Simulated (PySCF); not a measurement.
**Correlation energy of Be (beryllium, neutral)**

[He] 2s1 2p1, high-spin 3P determinant (an excited configuration). Calculation: PySCF 2.14, in aug-cc-pV5Z; no relativity, point nucleus. Frozen: 1s2; 2 electrons correlated.

Total MP2 correlation energy: -2.93 mhartree.

Same-spin part -2.93 and opposite-spin part 0.00 mhartree; SCS-MP2 scales them by 1/3 and 6/5 to -0.98 mhartree.
